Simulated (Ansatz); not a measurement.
Consider the ligand exchange at a B–O bond: `COB(N)F` + H₂S → `NB(F)S` + CH₃OH.

Program: Ansatz. Geometries: PBE0-D4/def2-TZVP. ΔE: electronic, gas phase. CBS: def2 TZ/QZ extrapolation, frozen cores. DFT in def2-TZVPP. One conformer a species, not always the lowest.

`COB(N)F`:

```xyz
10

C     1.016   -0.181   -1.341
O     0.141    0.512   -0.475
B    -0.388   -0.110    0.611
N    -1.258    0.570    1.472
F    -0.077   -1.393    0.870
H     1.340    0.521   -2.110
H     0.515   -1.026   -1.821
H     1.894   -0.555   -0.808
H    -1.520    1.526    1.321
H    -1.663    0.136    2.280
```

H₂S:

Z-matrix (Å, degrees):
```
S
H 1 1.341
H 1 1.341 2 92.3
```

`NB(F)S`:

Z-matrix (Å, degrees):
```
N
B 1 1.394
H 1 1.003 2 123.7
H 1 1.005 2 121.5 3 180.0
F 2 1.338 1 119.1 3 -180.0
S 2 1.825 1 121.3 3 0.0
H 6 1.341 2 94.7 1 180.0
```

CH₃OH:

Cartesian coordinates in Å:
```
C 0.245 -0.009 -0.258
O -0.751 -0.511 0.604
H 0.575 -0.840 -0.883
H 1.117 0.372 0.288
H -0.131 0.784 -0.916
H -1.055 0.204 1.166
```

```csv
species,r2SCAN energy (Eh)
`COB(N)F`,-295.91357
H₂S,-399.37417
`NB(F)S`,-579.55804
CH₃OH,-115.70575
```

Problem. Work out ΔE.

Solution. ΔE = (-579.55804) + (-115.70575) − (-295.91357) − (-399.37417) = 0.02395 Eh = +62.9 kJ/mol. CCSD(T)/CBS gives +66.0 kJ/mol.

Largest T1 diagnostic among the species: 0.012.

From PBE to PBE0 (25 % exact exchange), in def2-TZVPP and without D4, ΔE moves by +4.3 kJ/mol. In def2-TZVPP, CCSD(T) changes the Hartree–Fock value by −13.0 kJ/mol (the triples alone add −2.8 kJ/mol) and MP2 by −16.9 kJ/mol.
